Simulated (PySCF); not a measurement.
Molecule: `C/N=C\c1coc(=O)o1`, C₅H₅NO₃.

Cartesian coordinates in Å; atom numbers follow the order of the lines, from 1:
```xyz
14

C    -2.244    0.129   -0.485
N    -1.846    0.108    0.888
C    -0.644    0.044    1.257
C     0.565   -0.029    0.453
C     0.837   -0.139   -0.865
O     2.185   -0.174   -1.041
C     2.757   -0.083    0.192
O     3.922   -0.081    0.409
O     1.777    0.005    1.112
H    -3.316    0.318   -0.512
H    -2.043   -0.834   -0.960
H    -1.722    0.905   -1.053
H    -0.457    0.046    2.325
H     0.230   -0.215   -1.742
```

Frames of a GFN2-xTB Langevin trajectory at 300 K; GIAO PBE0/pcSseg-1 shieldings in PySCF, gas phase, non-relativistic; equivalent atoms averaged within each frame.

Shifts are taken against calculated references (same method and geometry level): ¹³C (σref 186.93), ¹H (σref 31.72) vs TMS; ¹⁵N (σref 267.73) vs NH3; ¹⁷O (σref 336.08) against H2O. The references are static minima.

Question: How do the shifts (ppm) fluctuate along the trajectory?

Answer: 
| time (fs) | C7 | C3 | C4 | C5 | C1 | N2 | O8 | O6 | O9 | H13 |
| --- | --- | --- | --- | --- | --- | --- | --- | --- | --- | --- |
| optimised geometry | 155.6 | 151.4 | 142.9 | 139.5 | 44.2 | 404.2 | 299.5 | 241.9 | 225.7 | 8.47 |
| 250 | 160.6 | 153.3 | 141.9 | 137.9 | 45.2 | 379.0 | 322.6 | 247.3 | 220.3 | 7.61 |
| 425 | 155.8 | 151.5 | 147.6 | 139.5 | 47.3 | 402.2 | 292.0 | 255.4 | 228.3 | 8.37 |
| 625 | 157.1 | 146.3 | 142.3 | 145.4 | 43.2 | 394.7 | 313.0 | 267.5 | 215.7 | 7.98 |
| 800 | 158.3 | 150.8 | 137.4 | 137.3 | 45.6 | 396.2 | 314.7 | 250.5 | 224.0 | 8.24 |
| 1000 | 154.8 | 160.8 | 139.1 | 142.7 | 50.4 | 399.9 | 302.2 | 235.7 | 217.8 | 8.55 |
| mean of frames | 157.3 | 152.5 | 141.7 | 140.5 | 46.4 | 394.4 | 308.9 | 251.3 | 221.2 | 8.15 |
| standard deviation | 2.3 | 5.3 | 3.9 | 3.4 | 2.7 | 9.1 | 11.9 | 11.6 | 5.0 | 0.37 |

5 frames give an uncertainty of the mean of about the standard deviation over 2.2 at best, since frames this close in time may not be independent; classical motion lacks zero-point vibration, and the reference would need the same averaging.
